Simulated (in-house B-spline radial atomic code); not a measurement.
**Excitations of Tc XXXII (Tc31+) by several methods**

Full response, energies in eV; labels give the largest channel, * marks a mixed state, a dash one above the method's threshold, and an imaginary frequency an unstable closed-shell reference. Computed with a B-spline radial code for spherical atoms: linear response of the closed shell [Ne] 3s2 with each method's own kernel (bare exchange for TDHF, static screening on G0W0 levels for BSE, the adiabatic kernel for functionals); non-relativistic, point nucleus, no spin-orbit coupling, no double excitations, S, P, D and F terms only.

Without relativity these are model numbers for so heavy an element.

```csv
method,3s → 3p 3P,3s → 3p 1P,3s → 3d 3D,α (bohr³)
TDHF,53.31,82.59,161.71,0.04749
PBE,56.96,83.67,157.78,0.04496
BP86,57.07,83.36,157.82,0.04532
RPBE,55.91,83.09,156.95,0.04582
CAM-B3LYP,?,?,?,?
PBE0,?,?,?,?
```

(1) What does CAM-B3LYP give?

(2) What does PBE0 give?

Results:

(1) 3s → 3p 3P: 55.25; 3s → 3p 1P: 83.48; 3s → 3d 3D: 157.93; α: 0.04526 (eV, bohr³).

(2) 3s → 3p 3P: 56.23; 3s → 3p 1P: 83.33; 3s → 3d 3D: 158.87; α: 0.04567 (eV, bohr³).
